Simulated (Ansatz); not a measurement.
MoS3⁻. Charge -1, multiplicity 2. Geometry relaxed at PBE0-D4/def2-SVPD.

Cartesian coordinates in Å:
```
Mo 0.0011 -0.0004 -0.0015
S -1.5507 -1.2552 -0.8184
S 1.4776 -0.8388 1.3276
S 0.0720 2.0944 -0.5077
```

In the def2 sets Mo takes a core potential; there is no spin–orbit coupling. The relaxation made no stability test and no search for a lower SCF solution. The structure comes from a short search, and lower isomers may exist.

(1) Estimate the harmonic wavenumbers at UKS PBE0-D4/def2-SVPD (Ansatz, unscaled). Is this a minimum?

## Answers

(1) 35, 152, 152, 477, 538, 538 cm⁻¹. Yes, no mode is imaginary beyond noise. Zero-point energy 11.3 kJ/mol. It took 46 s on 4 threads of Arm Neoverse V2 on a shared host.
